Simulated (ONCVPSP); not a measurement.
**Before and after: ONCV potential for Gd**

* Element: Gd (Z = 64)
* Generator: ONCVPSP 4.0.1
* Type: optimised norm-conserving Vanderbilt (ONCV)
* Functional: PBEsol
* Relativity: scalar-relativistic
* Frozen core: [Kr] 4d10
* Valence charge: 18
* Reference configuration: 4f7 5s2 5p6 5d1 6s2
* Partial waves: 5s+6s: rc 1.95 bohr, ncon 3, nbas 6, qcut 5 1/bohr, 2 projectors; 5p: rc 1.70 bohr, ncon 4, nbas 8, qcut 4.4 1/bohr, 2 projectors, debl 3.3 Ha; 5d: rc 2.15 bohr, ncon 3, nbas 8, qcut 3.9 1/bohr, 2 projectors, debl 3.3 Ha; 4f: rc 1.45 bohr, ncon 4, nbas 9, qcut 11.1 1/bohr, 2 projectors, debl 2.3 Ha
* Local potential: polynomial inside 1.20 bohr (lpopt 5, dvloc0 4 Ha)
* Core correction: Teter function, fcfact 5.5, rcfact 1

Change: all radii but the core radius scaled by about 1.13 (s 2.20, p 1.92, d 2.42, f 1.64 bohr); local potential polynomial inside 1.36 bohr (lpopt 5, dvloc0 4 Ha).

Cutoffs: the cutoffs (Ha) at which the residual kinetic energy of the hardest occupied pseudo-wave falls to 1 and 0.1 mHa per electron; they do not see the model core or the augmentation charge, which bear on the density cutoff. Errors are all-electron minus pseudo energies relative to the spin-unpolarised reference configuration.

Question: Predict the effect on cutoff, ghosts and configuration errors.

Answer: The potential gets softer (56 Ha and 70 Ha → 51 Ha and 56 Ha); of the 3 tests that both files solve, the error grows in 1 and shrinks in 0 by more than 15 % and 0.3 meV (median size 2.1 → 2.2 meV); neither file shows a bound ghost. A larger radius leaves more room for a smooth pseudo-wave, so fewer plane waves are needed.

```tsv
quantity	base	changed
cutoff, loose	56 Ha	51 Ha
cutoff, tight	70 Ha	56 Ha
loose cutoff by channel	s 10 Ha, p 40 Ha, d 7.7 Ha, f 56 Ha	s 8.5 Ha, p 7.7 Ha, d 7.1 Ha, f 51 Ha
bound ghosts	none	none
GHOST(+) flags under 300 eV	s at 58.3 eV	s at 90.0 eV, d at 112.3 eV
tests counted as reliable (solved cleanly; for ONCVPSP, near-neutral configurations with less than one 5d electron left out)	3 of 4	3 of 4
error for 4f7 5s2 5p6 5d1 6s1, meV [ΔE 6.67 eV]	-2.1	-2.2
error for 4f7 5s2 5p6 5d1 6s0, meV [ΔE 18.72 eV]	-7.3	-8.4
error for 4f7 5s2 5p6 5d1 6s1 6p1, meV [ΔE 2.90 eV]	-0.4	-0.2
rms error of d²Exc/dni dnj with the model core, mHa	4.27	4.45
```
